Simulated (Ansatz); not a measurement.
Here is a job for Ansatz (a first-principles code).
Ansatz 0.2 input:
```yaml
crystal:
  periodic: [false, false, false]
  atoms:
    - {symbol: C, position_ang: [-1.19094099, 0.21781448, 0.23891101]}
    - {symbol: C, position_ang: [0.04803833, -0.35349676, -0.35038744]}
    - {symbol: O, position_ang: [1.25579202, 0.08279295, 0.05695778]}
    - {symbol: H, position_ang: [-2.07977452, -0.23626278, -0.19233691]}
    - {symbol: H, position_ang: [-1.24684479, 1.30540147, 0.09704701]}
    - {symbol: H, position_ang: [-1.22243436, 0.08766083, 1.32894051]}
    - {symbol: H, position_ang: [0.06353667, -1.47789509, -0.28739423]}
    - {symbol: H, position_ang: [0.03999364, -0.30342599, -1.47551328]}
    - {symbol: H, position_ang: [1.25660309, 0.77627164, 0.74245322]}
basis:
  gaussian:
    orbitals: def2-SV_P_.json
hamiltonian:
  xc: hf
total_charge: 1
magnetization: {spin_polarized: true, initial_magnetization: 1}
```
The basis file holds def2-SV(P) in the JSON format of the Basis Set Exchange.

Problem. What number of basis functions does Ansatz with HF/def2-SV(P) give?

Solution. 54

Problem. Estimate the <S^2> that HF/def2-SV(P) returns for this input.

Solution. 0.767

Problem. What is the computed total energy (HF/def2-SV(P))?

Solution. -153.5854 Eh
